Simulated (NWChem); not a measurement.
System: BeH₂; SMILES [BeH2]

Program: NWChem. The geometry was optimised at PBE0/def2-SVP. Ions are spin-unrestricted doublets at the neutral geometry; other ion states weren't tried.

For level LDA (Slater exchange, VWN5)/def2-TZVP:

```
Quantity       Result
-------------  ------
−ε(HOMO) (eV)    7.45
```

Q: Estimate the same quantities for level r2SCAN/def2-TZVP.

A: The −ε(HOMO) (eV) comes out as 7.77.
